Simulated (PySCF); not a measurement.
**Identify the compound**

The spectra below were simulated for a compound C$_{5}$H$_{7}$ClN$_{2}$Si.

1H NMR (600 MHz, computed): δ 6.98 (m, 1H), 6.71 (s, 1H), 5.98 (m, 1H), 5.67 (m, 1H), 5.15 (s, 3H).

13C{1H} NMR (computed): δ 160.3 (C), 143.5 (C), 138.7 (CH), 121.3 (CH2), 107.8 (CH).

No solvent, no relativistic terms, averaged over atoms made equivalent by symmetry, fast rotation or ring inversion, one computed conformer. Shielding tensors at PBE0/pcSseg-1 (GIAO); GFN2-xTB structure; PySCF 2.14.

Referencing at the same level of theory: 1H (σ = 31.72 ppm), 13C (σ = 186.93 ppm) against TMS.

Question: What is the structure?

Answer: 
The formula gives 4 degrees of unsaturation (1 ring in the answer). 5 carbon signals for 5 carbons: no two carbons are equivalent. Carbon types of the structure: 2 × C, 2 × CH, 1 × CH2, leaving 3 H on heteroatoms. δC 160.3: substituted aromatic carbon next to a ring nitrogen. δC 143.5: aromatic carbon bearing chlorine. δC 138.7: alkene CH; as expected for a trigonal carbon in a double bond. δC 121.3: terminal =CH2 carbon; as expected for a trigonal carbon in a double bond. δC 107.8: aromatic CH. δH 6.71: hydrogen on an aromatic CH; aromatic region. δH 5.98, 5.67: hydrogen on a terminal =CH2 carbon; olefinic region.

The compound is `C=Cc1cc(Cl)n([SiH3])n1`.

The data come from this structure; uniqueness wasn't tested.

Carbons that carry Cl, above all several Cl atoms, come out too deshielded, partly because spin–orbit coupling is missing. Shifts are as computed. Against solution values, carbons near 30 ppm lie about +3 ppm off and those near 130 ppm about +5 ppm; carbons on Cl a further +6 ppm. Of 1211 compounds with measured shifts, 218 miss one by over three times the rms of a fit or turn the order of signals round; such compounds aren't used in these exercises. No couplings were computed; multiplicities are counted from neighbouring protons, with m where these are inequivalent, close in shift, in a saturated or five-membered ring or joined by F or P, and br s for small geminal =CH2 splittings.
